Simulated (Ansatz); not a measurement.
Basis-set series for GeH₅NSi, SMILES `[NH]1[SiH2][GeH2]1`. Charge 0, multiplicity 1. The structure was optimised at the PBE0-D4/def2-TZVP level.

```csv
functional,basis,functions,energy (Eh),HOMO (eV),LUMO (eV)
PBE0-D4,def2-SVP,89,-2423.38606,-7.10,-0.45
PBE0-D4,def2-QZVPP,366,-2423.87987,-7.12,-0.74
ωB97M-V,def2-SVP,89,-2423.66028,-9.07,1.42
ωB97M-V,def2-QZVPP,366,-2424.15412,-9.13,0.82
```

Question: Give the rows for def2-TZVPP. (Estimate.)

Answer: Ansatz gave: 
```
functional       basis  functions  energy (Eh)  HOMO (eV)  LUMO (eV)
   PBE0-D4  def2-TZVPP        191  -2423.82138      -7.11      -0.64
   ωB97M-V  def2-TZVPP        191  -2424.09782      -9.11       1.09
```

Positive LUMOs are unbound and depend on the basis. Scalar relativity is left out up to krypton.
